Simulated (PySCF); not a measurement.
## NMR parameters of Be(CCH)2

Be(CCH)2, C4H2Be, point group D∞h.

Geometry (Å), atoms numbered from 1 in this order:
```xyz
7

Be    0.000    0.007    0.000
C     0.002   -0.006    1.632
C     0.004   -0.019    2.855
H     0.005   -0.029    3.932
C    -0.002    0.015   -1.632
C    -0.004    0.016   -2.855
H    -0.006    0.017   -3.932
```

GIAO calculations in PySCF 2.14 on the PBE0-D3(BJ)/def2-SVP structure: isolated species, non-relativistic, equivalent atoms averaged; basis pcSseg-1.

Problem. Give the isotropic shieldings (ppm) with B3LYP, PBE0.

Solution. 
```tsv
atoms	environment	B3LYP	PBE0
C3/C6	carbon bonded to C, H	82.3	84.6
C2/C5	carbon bonded to C, Be	83.3	87.1
Be1	Be bonded to 2 C	100	101
H4/H7	hydrogen on a carbon bonded to C	29.85	29.65
HOMO–LUMO gap (eV)	–	6.27	6.74
```

Problem. And the chemical shifts, against references computed in the same way?

Solution. 
```
atoms  nucleus, reference  B3LYP  PBE0
C3/C6            ¹³C, TMS   96.9  99.8
C2/C5            ¹³C, TMS   96.0  97.3
H4/H7             ¹H, TMS   1.53  1.62
```

Problem. Which part of the shielding of C3/C6 depends on the functional?

Solution. Diamagnetic: B3LYP 261, PBE0 262 ppm; paramagnetic: B3LYP -179, PBE0 -178 ppm.

Problem. What couplings does B3LYP/pcJ-1 give?

Solution. ¹J(C3,H4) = 256.0, ¹J(C2,C3) = 151.4, ²J(C2,H4) = 42.6, ²J(C2,C5) = 12.3 Hz (averaged over equivalent pairs; isotopes ¹³C, ¹H).
